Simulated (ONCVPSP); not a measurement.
# What one change does to a pseudopotential (Re, ONCV)

```
Element                 : Re (Z = 75)
Generator               : ONCVPSP 4.0.1
Type                    : optimised norm-conserving Vanderbilt (ONCV)
Functional              : PBEsol
Relativity              : fully relativistic
Frozen core             : [Xe]
Valence charge          : 21
Reference configuration : 4f14 5d5 6s1 (charge +1)
Partial waves           : 6s: rc 2.60 bohr, ncon 3, nbas 7, qcut 2.4 1/bohr, 2 projectors, debl 1.4 Ha; p scattering state at 0.38 Ha: rc 2.45 bohr, ncon 4, nbas 6, qcut 3.7 1/bohr, 1 projector; 5d: rc 2.50 bohr, ncon 4, nbas 9, qcut 4.9 1/bohr, 3 projectors, debl 2.4 Ha; 4f: rc 1.00 bohr, ncon 3, nbas 7, qcut 14 1/bohr, 3 projectors, debl 0.4 Ha
Local potential         : polynomial inside 0.90 bohr (lpopt 5, dvloc0 -1 Ha)
Core correction         : none
```

Open shells are filled in proportion to 2j + 1.

In the p channel the program set the typed energies aside and used 0.050 Ha (j = l + 1/2; the other j can differ). In the f channel the program set the typed energies aside and used -1.797, 0.250, 0.650 Ha (j = l + 1/2; the other j can differ).

Change: local potential polynomial inside 0.90 bohr (lpopt 5, dvloc0 0 Ha).

Cutoffs: the cutoffs (Ha) at which the residual kinetic energy of the hardest occupied pseudo-wave falls to 1 and 0.1 mHa per electron; they do not see the model core or the augmentation charge, which bear on the density cutoff. Errors are all-electron minus pseudo energies relative to the spin-unpolarised reference configuration.

Question: What does the change do?

Answer: Both files keep a bound ghost (p, s); the number of tests with a reliable result goes from 3 to 2; the range in which the s phases agree widens (upper end 2.5 → at the end of the scan).

```tsv
quantity	base	changed
bound ghosts	s, p3/2, p1/2	s, p3/2, p1/2
GHOST(+) flags under 300 eV	p3/2 at 8.1 eV, p1/2 at 9.9 eV, d5/2 at 181.9 eV, d3/2 at 193.0 eV	p3/2 at 10.1 eV, p1/2 at 11.5 eV, d5/2 at 187.6 eV, d3/2 at 196.3 eV
tests with a reliable result	3 of 4	2 of 4
error for 4f14 5d5 6s0, meV [ΔE 16.35 eV]	+13	+15
s: phases at 2.65 bohr within 0.05 rad from the reference energy up to (Ha; the scan ends near 5)	2.5	to the end of the scan
p3/2: phases at 2.49 bohr within 0.05 rad from the reference energy up to (Ha; the scan ends near 5)	0.2	0.2
p1/2: phases at 2.49 bohr within 0.05 rad from the reference energy up to (Ha; the scan ends near 5)	n/a	n/a
d5/2: phases at 2.54 bohr within 0.05 rad from the reference energy up to (Ha; the scan ends near 5)	to the end of the scan	to the end of the scan
d3/2: phases at 2.54 bohr within 0.05 rad from the reference energy up to (Ha; the scan ends near 5)	to the end of the scan	to the end of the scan
f7/2: phases at 1.02 bohr within 0.05 rad from the reference energy up to (Ha; the scan ends near 5)	to the end of the scan	to the end of the scan
f5/2: phases at 1.02 bohr within 0.05 rad from the reference energy up to (Ha; the scan ends near 5)	to the end of the scan	to the end of the scan
```

 A true bound ghost makes a file unfit for plane-wave use even where its test errors are small: the radial tests pick states by their node count and pass the ghost by.
